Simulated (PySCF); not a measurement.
## AgH: from constants to spectrum

PBE0 constants of AgH, ¹Σ⁺ (singlet), closed shell (Ag cc-pVDZ-PP with ECP28, H cc-pVDZ; scalar-relativistic core potentials (PySCF 2.14); masses 106.9051 and 1.0078 u):

| Item | Value |
| --- | --- |
| ωe | 1802.5 cm⁻¹ |
| ωexe | 32.0 cm⁻¹ |
| Be | 6.4295 cm⁻¹ |
| αe | 0.195 cm⁻¹ |
| D (centrifugal) | 0.000327 cm⁻¹ |
| De to Ag (4d10 5s1) + H | 2.28 eV |

Task: Estimate the standard entropy (1 bar) and heat capacity of the ideal gas at 1000 K, rigid rotor with B0 and harmonic oscillator at the fundamental.

Result: Translation (Sackur–Tetrode, M = 107.91 u): 192.4 J/(mol K). Rotation: q = kT/(σB0) = 110 with σ = 1, 47.4. Vibration: x = hcν0/kT = 2.50, 2.57. S° = 242.3 J/(mol K); Cp = 7R/2 + 5.06 = 34.2 J/(mol K).

Measured values (Huber and Herzberg, Constants of Diatomic Molecules (1979)): ωe = 1759.9 cm⁻¹, ωexe = 34.06 cm⁻¹, Be = 6.449 cm⁻¹, αe = 0.201 cm⁻¹.

Spin–orbit coupling is left out.
